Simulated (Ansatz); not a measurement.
Consider the atomization: `F[C]1([ZnH])C=CS1` → 3 C• + F• + 3 H• + S• + Zn (atom).

Computed with Ansatz on PBE0-D4/def2-TZVP structures; ΔE is electronic, products minus reactants. CCSD(T)/CBS adds triple-zeta CCSD(T) − MP2 to the extrapolated MP2 energy (def2 sets, frozen cores). This one scheme is used for every species, atoms too. For atomizations the MP2-based limit and the directly extrapolated one differ by several kJ/mol either way, and by 10 to 25 for some Ge, Se and Sn compounds, so smaller differences from it don't rank the levels. Functionals use def2-TZVPP. Open shells (•) are unrestricted, without spin–orbit coupling. Spin–orbit coupling would lower the free atoms: a little for C, F, S. Bonds to Zn are less sure, by a few kJ/mol each and by 10 to 20 or more in all where they break to atoms, as the def2 sets lack core-valence functions. Scalar relativity is left out up to krypton.

```tsv
level	ΔE (kcal/mol)	difference from CCSD(T)/CBS
PBE-D4	807.6	40.5
BLYP-D4	768.1	1.0
r2SCAN-D4	781.3	14.2
B2PLYP	757.3	-9.8
r2SCAN	779.9	12.8
r2SCANh	771.2	4.1
r2SCAN0	758.9	-8.2
CCSD(T)/def2-SVP	722.3	-44.8
CCSD/def2-TZVPP	723.2	-43.9
HF/def2-QZVPP	517.7	-249.4
CCSD(T)/CBS	767.1	0
```

Largest T1 diagnostic among the species: 0.017.

From BLYP to BHLYP (50 % exact exchange), in def2-TZVPP and without D4, ΔE moves by −33.8 kcal/mol: exact exchange takes away binding that semilocal exchange gives to molecules. At CCSD(T), def2-SVP lies −44.8 kcal/mol from the extrapolated value and def2-TZVPP −23.4 kcal/mol: correlation converges slowly with the basis, and small sets miss more of it in the bonded molecule than in its fragments. In def2-TZVPP, CCSD(T) changes the Hartree–Fock value by +227.5 kcal/mol (the triples alone add +20.6 kcal/mol) and MP2 by +258.4 kcal/mol; breaking electron pairs costs correlation energy, which Hartree–Fock lacks.
